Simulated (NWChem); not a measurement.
# CH₄BeO; SMILES [BeH][O]C

```xyz
7

Be    -0.0047     1.6443    -0.0006
H     -0.0209     2.9833    -0.0018
O      0.0121     0.2413     0.0013
C     -0.0047    -1.1423    -0.0005
H      0.9284    -1.5576     0.4430
H     -0.8630    -1.5363     0.5894
H     -0.0938    -1.5434    -1.0355
```
Atoms are numbered in this order, from 1.

Structure relaxed at the PBE-D3(BJ)/def2-SVP level.

**Question.** List the 6 lowest vertical singlet excitations from PBE/6-31G* (spherical d), TDA (NWChem).

**Answer.** 
```
state  energy (eV)  oscillator strength  leading excitation (squared amplitude)
-----  -----------  -------------------  --------------------------------------
S1            7.00                0.000                    HOMO−1 → LUMO (0.52)
S2            7.02                0.002                  HOMO−1 → LUMO+1 (0.48)
S3            7.02                0.002                    HOMO → LUMO+1 (0.53)
S4            7.77                0.000                    HOMO → LUMO+2 (0.86)
S5            7.77                0.000                  HOMO−1 → LUMO+2 (0.86)
S6            8.31                0.245                    HOMO−2 → LUMO (0.87)
```
